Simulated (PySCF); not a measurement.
trifluorosilylmethanol (CH3F3OSi), SMILES OC[Si](F)(F)F.

The structure is a stationary point at PBE0-D3(BJ)/def2-SVP. Other conformers were not sampled.

Two levels are set side by side: TDDFT-PBE/def2-SVPD (PySCF) and TDDFT-CAM-B3LYP/def2-SVPD (PySCF). Vertical, same geometry. The lowest singlet is HOMO→LUMO 98 % with PBE and HOMO→LUMO 68 %, HOMO→LUMO+1 28 % with the other functional; states are paired by order. Differences are taken from unrounded values.

```json
[
 {"quantity": "lowest singlet excitation (eV)", "TDDFT-CAM-B3LYP": "6.93", "TDDFT-PBE": "6.04", "TDDFT-PBE minus TDDFT-CAM-B3LYP": "-0.88"},
 {"quantity": "lowest triplet excitation (TDA) (eV)", "TDDFT-CAM-B3LYP": "6.51", "TDDFT-PBE": "5.77", "TDDFT-PBE minus TDDFT-CAM-B3LYP": "-0.74"}
]
```

A lower first singlet is the usual sign of a functional without exact exchange. Differences between two approximate levels are no errors against the true value.

Rough cost on one machine, each run with all the roots and properties that it gave: TDDFT-CAM-B3LYP against TDDFT-PBE about 7 times.
